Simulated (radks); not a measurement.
Results of a calculation; reference values are marked as such.
Q: Ne, configuration [Ne]. Level of theory: scalar-relativistic Kohn-Sham, PBE, spin-polarised, spherical densities, finite nucleus; Fermi nuclear charge, rms radius 3.0055 fm (a radial shooting solver on a logarithmic mesh with Libxc functionals). Some entries of the table are withheld. Estimate them.

| orbital | occ. | eigenvalue (eV) | <r> (bohr) | r(max) (bohr) |
|---|---|---|---|---|
| 1s | 2 | (1) | (2) | (3) |
| 2s | 2 | (4) | (5) | 0.6810 |
| 2p | 6 | (6) | 0.9815 | 0.6220 |

A: 
(1) 1s eigenvalue (eV): -830.8043
(2) 1s <r> (bohr): 0.1579
(3) 1s r(max) (bohr): 0.1026
(4) 2s eigenvalue (eV): -36.4051
(5) 2s <r> (bohr): 0.8970
(6) 2p eigenvalue (eV): -13.3341
